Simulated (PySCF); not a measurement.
# Electric field gradients and quadrupole coupling constants

C10H15B.
Atom-mapped SMILES: `[CH:1]#[C:2][C@@H:3]1[CH2:4][CH2:5][C@H:6]2[BH:7][C@@H:8]1[CH2:9][CH2:10][CH2:11]2` (hydrogens: H12 on C1; H13 on C3; H14, H15 on C4; H16, H17 on C5; H18 on C6; H19 on B7; H20 on C8; H21, H22 on C9; H23, H24 on C10; H25, H26 on C11)

Structure used (PBE0-D3(BJ)/def2-SVP), in Å, numbered top down from 1:
```
atom  x, y, z in Å
C1     3.6902    1.6556   -0.6645
C2     2.8884    0.8401   -0.2645
C3     1.9068   -0.1338    0.2049
C4     1.4357   -1.0550   -0.9326
C5     0.3941   -2.0667   -0.4662
C6    -0.8512   -1.4110    0.2031
B7    -0.1280   -0.6812    1.3825
C8     0.7001    0.5719    0.9179
C9    -0.0944    1.4925   -0.0370
C10   -1.5233    1.0095   -0.2738
C11   -1.5966   -0.4422   -0.7423
H12    4.4072    2.3740   -1.0157
H13    2.4183   -0.7667    0.9557
H14    2.3065   -1.5753   -1.3595
H15    1.0260   -0.4334   -1.7447
H16    0.8657   -2.7739    0.2406
H17    0.0608   -2.6786   -1.3223
H18   -1.5140   -2.2273    0.5265
H19   -0.0106   -1.1680    2.4868
H20    1.1248    1.1495    1.7518
H21   -0.1205    2.5115    0.3785
H22    0.4300    1.5881   -1.0035
H23   -2.0912    1.1018    0.6721
H24   -2.0305    1.6695   -0.9964
H25   -1.1977   -0.5157   -1.7697
H26   -2.6534   -0.7438   -0.8157
```

Field gradients from the PBE0/pcSseg-1 density (PySCF, non-relativistic), principal values in atomic units, ordered |Vxx| ≤ |Vyy| ≤ |Vzz|:

```json
{"atom": "B7", "Vxx": "-0.2793", "Vyy": "-0.3362", "Vzz": "0.6155"}
```

Task: Find the asymmetry η = (Vxx − Vyy)/Vzz and the couplings χ = eQV/h (234.96 MHz × Q in barn × V in au), with Q(11B) = 0.04059 b.

Result: 
```
atom             environment  nucleus     η  χzz (MHz)  χxx (MHz)  χyy (MHz)
  B7  three-coordinate boron      11B  0.09       5.87      -2.66      -3.21
```

The tensor is traceless: Vxx + Vyy + Vzz = 0.

Task: What is Vzz at B7 in SI units (1 au = 9.71736 × 10²¹ V/m²)?

Result: 0.6155 au = 5.981 × 10²¹ V/m².

Were the hydrogens deuterons (Q(2H) = 0.00286 b), χzz would run from 134 kHz (H19) to 232 kHz (H12).

Geometry: PBE0-D3(BJ)/def2-SVP; no solvent, vibrations or thermal averaging. These gradients aren't converged with respect to the basis.
